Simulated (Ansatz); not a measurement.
Isolated molecules relaxed with PBE0-D4/def2-TZVP in Ansatz; ΔE leaves out vibrations. CCSD(T)/CBS is the MP2 limit (def2-TZVPP, def2-QZVPP) plus CCSD(T) − MP2 in def2-TZVPP, frozen cores. This one scheme is used for every species. DFT in def2-TZVPP. B3LYP here is the variant with VWN-RPA as its local correlation; programs differ in this. Triplets are unrestricted, without spin–orbit coupling. Each species was taken in one conformer, which may not be the lowest.

Consider the formal loss of a carbene: `C[SiH](F)[SiH2]S` → `[CH2]` (triplet) + `F[SiH2][SiH2]S`.

**Question.** Is it downhill or uphill in electronic energy at CCSD(T)/CBS, and by how much? (Best estimate.)

**Answer.** The calculation gave: Uphill: ΔE = +485.1 kJ/mol.

**Question.** What do these levels give: PBE-D4, B2PLYP, r2SCAN, B3LYP, HF/def2-TZVPP, CCSD/CBS(def2)? (Best estimate.)

**Answer.** Ansatz gave: PBE-D4 491.8, B2PLYP 474.1, r2SCAN 463.1, B3LYP 465.8, HF/def2-TZVPP 332.3, CCSD/CBS(def2) 473.6 kJ/mol.

Largest T1 diagnostic among the species: 0.012.

In def2-TZVPP, CCSD(T) changes the Hartree–Fock value by +140.2 kJ/mol (the triples alone add +11.6 kJ/mol) and MP2 by +155.0 kJ/mol. From PBE to PBE0 (25 % exact exchange), in def2-TZVPP and without D4, ΔE moves by −7.1 kJ/mol.
